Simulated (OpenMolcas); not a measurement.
# Fe2+: effect of the metal basis

Fe2+ with its 6 nearest fluoride ions at 2.151 Å, on the Ca site of CsCaF3 (a = 4.526 Å, distance in the model lattice 2.263 Å). The rest of the host is ab initio model potentials to 7.6 Å and point charges beyond; the distance is set by hand and nothing relaxes.

```
Program             : OpenMolcas 26.06
Method              : SS-CASPT2, IPEA 0.25 Eh, imaginary shift 0.1 Eh (closed shells correlated: 3s 3p and the ligand valence shells)
Spin-orbit coupling : state interaction with AMFI integrals over the reference wave functions
```

Fixed: ligand basis ANO-RCC-VDZP, active space 6 electrons in 5 orbitals (3d), DKH2 Hamiltonian.

States (labels of O, the rotations of Oh). Energies in cm-1 above the lowest state or level, χT in cm3 K/mol; under a threefold ground state the first gap can be a small split of the lowest multiplet, not the spin-orbit step.

```tsv
Run	Metal basis	Ground state	First state of that spin	First gap with spin-orbit (degeneracies)	χT at 300 K	First state of another spin	Cost
A	ANO-RCC-VDZP	5T2	5E 7820	190 (3, 2)	4.103	3T1 16140	roughly 5 core-minutes
B	ANO-RCC-VTZP	5T2	5E 7500	190 (3, 2)	4.105	3T1 15840	roughly 9 core-minutes
```

Against A, the first state of the same spin changes by -4.1 % in B.

Costs are those of the CASPT2 steps.

Roots that are degenerate in the reference are averaged as groups; the widest CASPT2 spread within a group is 220 cm-1 (the 3-fold group of multiplicity 3 near 20300 cm-1 above the lowest state of its run, B). Shifts and gaps below about the spread of the groups concerned are not significant. Over all roots computed the reference weight is 0.72 to 0.74 in A, 0.72 to 0.73 in B; a low but even weight reflects the number of correlated electrons. An orbital triplet at a regular site is open to Jahn-Teller coupling, which can distort the site and quench the lowest spin-orbit gaps and is left out. A single d shell leaves out the double-shell effect, which counts most for late 3d ions, where the CASPT2 field can be off either way by tens of per cent. Ligand-to-metal charge-transfer states are missing. These CASPT2 states fit no ligand-field parameters well, so their order and spin gaps are uncertain. For late 3d ions with one d shell CASPT2 can put B and the spin-flip bands somewhat low as well as high. With one d shell and no ligand orbital active, 10Dq can be off by tens of per cent for divalent 3d ions, low with halides held by bare charges and at times high in hosts. Free-ion shares, where given, are those of the reference states; single-state CASPT2 does not remix them. No measured value stands beside these numbers; the geometry was set by hand and not optimised.
